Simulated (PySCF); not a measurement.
# Vertical excitation energies

Species: C8H8.
InChI=1S/C8H8/c1-3-5-7-8-6-4-2/h1,5-6H,4H2,2H3

The calculation used TDDFT CAM-B3LYP/def2-SVPD, vertical, gas phase, core orbitals frozen in the response in PySCF 2.14.0, density-fitted response routines. Isolated species at its GFN2-xTB geometry (one conformer only). Torsions of this conformer, `[CH:1]#[C:2][CH:3]=[C:4]=[C:5]=[CH:6][CH2:7][CH3:8]`: C5–C6–C7–C8 122°.

```tsv
state	E (eV)	λ (nm)	ν̃ (cm⁻¹)	f	main configurations (H = HOMO, L = LUMO)
S1	4.10	302.1	33100	0.0003	H-1→L (97%)
S2	4.53	273.9	36510	0.787	H→L (95%)
S3	5.10	242.9	41170	0.0001	H-2→L (90%)
S4	5.37	230.8	43330	0.0002	H→L+1 (48%), H→L+2 (29%), H→L+3 (12%)
S5	6.13	202.3	49420	0.0019	H→L+2 (46%), H→L+1 (20%), H→L+7 (10%)
S6	6.30	196.7	50840	0.058	H-3→L (81%)
S7	6.46	191.9	52100	0.0029	H→L+6 (33%), H→L+2 (19%), H→L+7 (15%)
S8	7.09	174.8	57200	0.0063	H→L+3 (42%), H→L+7 (14%), H→L+1 (13%)
```

Triplets (Tamm–Dancoff): T1 2.27 eV, H→L (94%); T2 3.83 eV, H-1→L (96%); T3 4.69 eV, H-3→L (74%), H→L+9 (12%).

The lowest singlet lies at 4.10 eV (302 nm, ultraviolet) and is dark (f under 0.0005); its leading configuration is HOMO-1→LUMO (97%). The most intense listed level is S2 at 4.53 eV (274 nm, f = 0.787), 0.42 eV above S1. Löwdin shares by element: HOMO carbon 65% or more (atoms not listed hold the other 35%); LUMO carbon 69% or more (atoms not listed hold the other 31%). The oscillator strengths of these states sum to 0.857; summed over the whole spectrum of an exact calculation they would give the number of electrons, 56 (Thomas–Reiche–Kuhn). Of the 8 states listed, 2 reach f = 0.01 and 3 stay under 0.0005. The listed states span 2.99 eV, and the widest gap between neighbours is 0.76 eV (S4 to S5). The window holds the lowest 8 singlets.
